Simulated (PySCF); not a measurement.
ClGeH3Mg, SMILES [Mg]([GeH3])[Cl].

The structure is a stationary point at B3LYP-D3(BJ)/def2-TZVP.

All values below come from r2SCAN/def2-TZVPD (PySCF).

| Property | Result |
|---|---|
| total energy | -2739.10936 hartree |
| point group | C3v |
| highest occupied level | -6.75 eV |
| lowest empty level | -1.65 eV |
| orbital gap | 5.10 eV |
| dipole moment | 1.30 D |
| quadrupole, principal values (traceless, Buckingham form, about the centre of nuclear charge) | -18.42, 9.21, 9.21 D·Å |
| mean static polarisability | 81.6 bohr³ (12.09 Å³) |
| polarisability, principal values | 69.1, 69.1, 106.5 bohr³ |
